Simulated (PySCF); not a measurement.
Ge: ionisation energy

Ge [Ar] 3d10 4s2 4p2 (3P) → Ge⁺ [Ar] 3d10 4s2 4p1 (2P), as a difference of total energies. Computed with PySCF 2.14 in x2c-SVPall, with the spin-free X2C one-electron Hamiltonian (Gaussian nucleus). Correlated levels: valence: [Ar] 3d10 frozen. The calculations carry no spin-orbit coupling.

```tsv
method	ionisation energy (eV)	error (eV)
UHF	7.413	-0.512
PBE	7.874	-0.051
PBE0	7.919	-0.006
MP2 (valence)	7.652	-0.273
SCS-MP2 (valence)	7.588	-0.337
CCSD (valence)	7.671	-0.254
CCSD(T) (valence)	7.680	-0.245
```

Reference: 7.925 eV (measured; NIST levels, between the centres of gravity of the two terms).

Errors of the correlated levels include the incompleteness of this basis and the frozen core.
